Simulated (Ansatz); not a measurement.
Reaction (ligand exchange at the Si–C bond): `O=C[SiH2]CS` + H₂S → `SC[SiH2]S` + `C=O`

Program: Ansatz. Geometries: PBE0-D4/def2-TZVP. ΔE: electronic, gas phase. CCSD(T)/CBS adds triple-zeta CCSD(T) − MP2 to the extrapolated MP2 energy (def2 sets, frozen cores). This one scheme is used for every species. Functionals use def2-TZVPP. Each species was taken in one conformer, which may not be the lowest.

| level | ΔE (kJ/mol) |
| --- | --- |
| ωB97M-V | -74.2 |
| B2PLYP | -74.6 |
| MP2/def2-TZVPP | -81.6 |
| SCS-MP2/def2-TZVPP | -78.6 |

(1) What does CCSD(T)/CBS give? (An estimate is asked.)

Largest T1 diagnostic among the species: 0.015.

## Answers

(1) The calculation gave: -76.7 kJ/mol. The listed levels differ from it by 2.5, 2.1, -4.9, -1.9 kJ/mol.

From PBE to PBE0 (25 % exact exchange), in def2-TZVPP and without D4, ΔE moves by −4.7 kJ/mol.
